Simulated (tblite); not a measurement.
Compound: C6H10N2Si.
Cartesian coordinates in Å at the GFN2-xTB level; atoms count from 1:
```xyz
19
C6H10N2Si angstrom
Si     2.7863   -0.2146    0.9581
N      2.0992   -0.8048   -0.5157
N      1.0873   -0.1204   -1.2089
C     -0.1665    0.0530   -0.6432
C     -0.6729   -0.8453    0.2951
C     -1.9583   -0.6962    0.7788
C     -2.7629    0.3392    0.3357
C     -2.2677    1.2306   -0.6029
C     -0.9829    1.0945   -1.0875
H      1.8564   -0.0698    2.0848
H      3.3076    1.1098    0.6151
H      3.8157   -1.2063    1.2480
H      2.0391   -1.7983   -0.6924
H      1.4494    0.7054   -1.6713
H     -0.0546   -1.6580    0.6454
H     -2.3346   -1.3983    1.5088
H     -3.7664    0.4521    0.7172
H     -2.8862    2.0435   -0.9551
H     -0.5978    1.7929   -1.8175
```

Calculated harmonic vibrations of the isolated species, GFN2-xTB (tblite), most abundant isotopes, no scaling. Against measured fundamentals such values can be off by several per cent, at times by over 20. Modes of hydrogen on silicon can be 10 to 20 % off. One conformer, not necessarily the lowest.

Harmonic wavenumbers (cm⁻¹): 54.0, 75.4, 109.9, 186.8, 223.3, 291.7, 376.4, 399.5, 415.6, 463.8, 525.5, 573.7, 587.8, 603.7, 647.3, 657.4, 737.4, 753.6, 795.3, 829.7, 836.0, 846.7, 860.8, 871.7, 919.6, 923.2, 983.9, 1084.3, 1122.0, 1158.5, 1181.3, 1197.1, 1255.8, 1294.5, 1305.6, 1337.0, 1386.3, 1454.2, 1483.9, 1586.4, 1608.2, 2210.0, 2256.7, 2300.7, 3064.2, 3073.5, 3078.7, 3088.7, 3095.5, 3359.8, 3397.1.

A = 3200, B = 792.9, C = 715.5 MHz; mass 138.061 u (most abundant isotopes); point group C1, symmetry number 1.

Question: What is the zero-point energy?

Answer: Half the sum of the wavenumbers: 31465 cm⁻¹ = 376.41 kJ/mol.

Question: What is S at 200 K and 1 bar for an ideal gas of classical rigid rotors and harmonic oscillators?

Answer: Translation 162.01, rotation 118.70, vibration 68.01: S = 348.7 J/(mol K).

Question: And Cp and H(200 K) − H(0)?

Answer: Cp = 115.94 J/(mol K), of which vibrations give 82.68 (their classical limit is 51 R = 424.0); H(200 K) − H(0) = 14.28 kJ/mol without the zero-point energy, 7.62 from vibrations.

Question: Blend soft modes into free rotors: weight 1/[1 + (100 cm⁻¹/ν̃)⁴] for the oscillator and the rest for a rotor with moment μB/(μ + B), μ = h/(8π²ν), B = 10⁻⁴⁴ kg m². What vibrational entropy results?

Answer: 63.35 J/(mol K) in place of 68.01, which changes −T·S at 200 K by +0.93 kJ/mol.

Question: Which modes carry the vibrational entropy at 200 K?

Answer: 54.0 cm⁻¹: 16.23; 75.4 cm⁻¹: 13.50; 109.9 cm⁻¹: 10.48; 186.8 cm⁻¹: 6.46; 223.3 cm⁻¹: 5.21; 291.7 cm⁻¹: 3.53 J/(mol K); the other 45 give 12.60 together.

Question: What must be added to the electronic energy to get the Gibbs energy at 200 K and 1 bar?

Answer: ZPE + [H(200 K) − H(0)] − T·S = 376.41 + 14.28 − 69.75 = 320.94 kJ/mol.

Question: How do the functions run with temperature in this model?

Answer: 
| T (K) | S (J/(mol K)) | Cp (J/(mol K)) | H − H(0) (kJ/mol) | G − H(0) (kJ/mol) | ln q(vib) |
| --- | --- | --- | --- | --- | --- |
| 150 | 319.1 | 91.5 | 9.10 | -38.77 | 2.47 |
| 250 | 377.4 | 141.7 | 20.72 | -73.62 | 4.77 |
| 298.15 | 404.4 | 166.2 | 28.13 | -92.45 | 5.93 |
| 400 | 460.0 | 212.8 | 47.50 | -136.49 | 8.50 |
| 600 | 559.9 | 279.7 | 97.25 | -238.70 | 13.69 |
| 900 | 685.9 | 339.9 | 191.04 | -426.23 | 21.18 |

q(vib) and H(0) count from the zero-point level.

Hindered rotation and anharmonicity are outside this model. Other conformers, if any are populated, would add a mixing term that is left out. The structure is chiral; the term R ln 2 for an equal mix with its mirror image is left out.
